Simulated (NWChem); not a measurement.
System: BBrClF; SMILES FB(Cl)Br

NWChem printed, in part:

```
             Northwest Computational Chemistry Package (NWChem) 7.3.0
             --------------------------------------------------------

 CS  symmetry detected

                             Geometry "geometry" -> ""
                             -------------------------

 Output coordinates in angstroms (scale by  1.889725989 to convert to a.u.)

  No.       Tag          Charge          X              Y              Z
 ---- ---------------- ---------- -------------- -------------- --------------
    1 B                    5.0000    -0.39890649     0.56723913     0.00000000
    2 F                    9.0000    -1.69846903     0.77811005     0.00000000
    3 Cl                  17.0000     0.66189400     1.91095320     0.00000000
    4 Br                  35.0000     0.17224445    -1.20929687     0.00000000

 Effective nuclear repulsion energy (a.u.)     285.6731985581

      Symmetry information
      --------------------

 Group name             Cs
 Group number              2
 Group order               2
 No. of unique centers     4

                                Z-matrix (autoz)
                                --------

 Units are Angstrom for bonds and degrees for angles

      Type          Name      I     J     K     L     M      Value
      ----------- --------  ----- ----- ----- ----- ----- ----------
    1 Stretch                  1     2                       1.31656
    2 Stretch                  1     3                       1.71198
    3 Stretch                  1     4                       1.86609
    4 Bend                     2     1     3               119.07281
    5 Bend                     2     1     4               117.03910
    6 Bend                     3     1     4               123.88809
    7 Torsion                  2     1     3     4         180.00000
    8 Torsion                  2     1     4     3         180.00000
    9 Torsion                  3     1     2     4         180.00000
   10 Torsion                  2     4     1     3         180.00000
   11 Torsion                  3     2     1     4         180.00000
   12 Torsion                  2     3     1     4         180.00000

  pbe96 is a nonlocal functional; adding pw91lda local functional.

                           NWChem Geometry Optimization
                           ----------------------------

 maximum gradient threshold         (gmax) =   0.000450
 rms gradient threshold             (grms) =   0.000300
 maximum cartesian step threshold   (xmax) =   0.001800
 rms cartesian step threshold       (xrms) =   0.001200
 fixed trust radius                (trust) =   0.300000
 source of zmatrix                         =   autoz

          -------------------
          Energy Minimization
          -------------------

 Using diagonal initial Hessian
 Scaling for Hessian diagonals: bonds = 1.00  angles = 0.25  torsions = 0.10

          --------
          Step   0

                                 NWChem DFT Module
                                 -----------------

 Summary of "ao basis" -> "ao basis" (spherical)
 ------------------------------------------------------------------------------
       Tag                 Description            Shells   Functions and Types
 ---------------- ------------------------------  ------  ---------------------
 B                          def2-svp                 6       14   3s2p1d
 F                          def2-svp                 6       14   3s2p1d
 Cl                         def2-svp                 8       18   4s3p1d
 Br                         def2-svp                12       32   5s4p3d

      Symmetry analysis of basis
      --------------------------

        a'         55
        a"         23

            General Information
            -------------------
          SCF calculation type: DFT
          Wavefunction type:  closed shell.
          No. of atoms     :     4
          No. of electrons :    66
           Alpha electrons :    33
            Beta electrons :    33
          Charge           :     0
          Spin multiplicity:     1
          Use of symmetry is: on ; symmetry adaption is: on
          Maximum number of iterations: 150
          AO basis - number of functions:    78
                     number of shells:    32
          Convergence on energy requested:  1.00D-06
          Convergence on density requested:  1.00D-05
          Convergence on gradient requested:  5.00D-04

              XC Information
              --------------
          PerdewBurkeErnzerhof Exchange Functional  1.000
            Perdew 1991 LDA Correlation Functional  1.000 local
           PerdewBurkeErnz. Correlation Functional  1.000 non-local

[...]

      ----------------------
      Optimization converged
      ----------------------

  Step       Energy      Delta E   Gmax     Grms     Xrms     Xmax
  ---- ---------------- -------- -------- -------- -------- --------
@    5   -3157.93106245 -8.8D-08  0.00008  0.00003  0.00012  0.00025
                                     ok       ok       ok       ok

                                Z-matrix (autoz)
                                --------

 Units are Angstrom for bonds and degrees for angles

      Type          Name      I     J     K     L     M      Value     Gradient
      ----------- --------  ----- ----- ----- ----- ----- ---------- ----------
    1 Stretch                  1     2                       1.32321   -0.00001
    2 Stretch                  1     3                       1.75249    0.00004
    3 Stretch                  1     4                       1.91401   -0.00008
    4 Bend                     2     1     3               119.23378    0.00002
    5 Bend                     2     1     4               119.08027    0.00001
    6 Bend                     3     1     4               121.68595   -0.00003
    7 Torsion                  2     1     3     4         180.00000    0.00000
    8 Torsion                  2     1     4     3         180.00000    0.00000
    9 Torsion                  3     1     2     4         180.00000    0.00000
   10 Torsion                  2     4     1     3         180.00000    0.00000
   11 Torsion                  3     2     1     4         180.00000    0.00000
   12 Torsion                  2     3     1     4         180.00000    0.00000

                         Geometry "geometry" -> "geometry"
                         ---------------------------------

 Output coordinates in angstroms (scale by  1.889725989 to convert to a.u.)

  No.       Tag          Charge          X              Y              Z
 ---- ---------------- ---------- -------------- -------------- --------------
    1 B                    5.0000    -0.42356169     0.56715731     0.00000000
    2 F                    9.0000    -1.72668196     0.79684396     0.00000000
    3 Cl                  17.0000     0.68477470     1.92465989     0.00000000
    4 Br                  35.0000     0.20223188    -1.24165566     0.00000000

 Effective nuclear repulsion energy (a.u.)     280.1601681728

      Symmetry information
      --------------------

 Group name             Cs
 Group number              2
 Group order               2
 No. of unique centers     4

                Final and change from initial internal coordinates
                --------------------------------------------------

                                Z-matrix (autoz)
                                --------

 Units are Angstrom for bonds and degrees for angles

[...]

 Rotational Constants
 --------------------
 A=   0.215571 cm-1  (  0.310152 K)
 B=   0.062992 cm-1  (  0.090630 K)
 C=   0.048748 cm-1  (  0.070136 K)

 Temperature                      =   298.15K
 frequency scaling parameter      =   1.0000

 Zero-Point correction to Energy  =    5.322 kcal/mol  (  0.008481 au)
 Thermal correction to Energy     =    8.021 kcal/mol  (  0.012782 au)
 Thermal correction to Enthalpy   =    8.613 kcal/mol  (  0.013725 au)

 Total Entropy                    =   72.960 cal/mol-K
   - Translational                =   40.805 cal/mol-K (mol. weight = 144.8931)
   - Rotational                   =   27.279 cal/mol-K (symmetry #  =        1)
   - Vibrational                  =    4.877 cal/mol-K

 Cv (constant volume heat capacity) =   12.603 cal/mol-K
   - Translational                  =    2.979 cal/mol-K
   - Rotational                     =    2.979 cal/mol-K
   - Vibrational                    =    6.644 cal/mol-K

[normal modes left out]

 ----------------------------------------------------------------------------
 Normal Eigenvalue ||           Projected Infra Red Intensities
  Mode   [cm**-1]  || [atomic units] [(debye/angs)**2] [(KM/mol)] [arbitrary]
 ------ ---------- || -------------- ----------------- ---------- -----------
    1       -0.000 ||    0.000004           0.000         0.004       0.001
    2       -0.000 ||    0.000004           0.000         0.004       0.001
    3       -0.000 ||    0.000007           0.000         0.007       0.001
    4       -0.000 ||    0.000001           0.000         0.001       0.000
    5        0.000 ||    0.000028           0.001         0.028       0.005
    6        0.000 ||    0.000000           0.000         0.000       0.000
    7      215.901 ||    0.000116           0.003         0.113       0.019
    8      317.146 ||    0.002035           0.047         1.984       0.327
    9      476.703 ||    0.010742           0.248        10.471       1.725
   10      487.342 ||    0.007434           0.172         7.247       1.194
   11      930.424 ||    0.439780          10.146       428.719      70.612
   12     1296.811 ||    0.287225           6.627       280.001      46.117
 ----------------------------------------------------------------------------
```

Level: PBE-D3(BJ)/def2-SVP. This build's default masses of Se (78.918 u) and Br (79.917 u) are each other's, which moves their modes by up to 0.6 %.

Q: Write an input that gives this output.

A: This is not unique; one that fits is the input that was run:
```
start job
memory heap 200 mb stack 900 mb global 1100 mb
geometry units angstroms
  B     -0.664281     0.107414    -0.311298
  F     -1.737917    -0.650788    -0.387225
  Cl    -0.689863     1.660275    -1.031599
  Br     0.809182    -0.596454     0.591902
end
basis spherical
  * library def2-svp
end
dft
  xc xpbe96 cpbe96
  disp vdw 4
  iterations 150
end
driver
  maxiter 120
end
task dft optimize
task dft freq
```
